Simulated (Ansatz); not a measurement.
Molecule: LuCl₂, charge 1, multiplicity 1. 
Coordinates optimised at B3LYP-D3(BJ)/def2-TZVP (Ansatz, a quantum-chemistry and plane-wave program):
```
Lu
Cl 1 2.3120
Cl 1 2.3120 2 111.82
```
Charge +1, spin multiplicity 1.

Quantity: vertical ionisation energy (to the doublet state of charge +2; each state is the SCF solution reached for its spin), in eV. UHF or UKS for open shells. Spin-orbit coupling is left out. Past Kr the def2 sets carry scalar-relativistic core potentials. 

| level | program | vertical ionisation energy (eV) |
|---|---|---|
| PBE/def2-TZVP | Ansatz | 15.85 |
| r2SCAN/def2-TZVP | Ansatz | 16.01 |
| PBE0/def2-TZVP | Ansatz | 16.15 |
| BHLYP/def2-TZVP | Ansatz | 16.29 |
| CAM-B3LYP/def2-TZVP | Ansatz | 16.38 |
| wB97X-V/def2-TZVP | Ansatz | 16.50 |
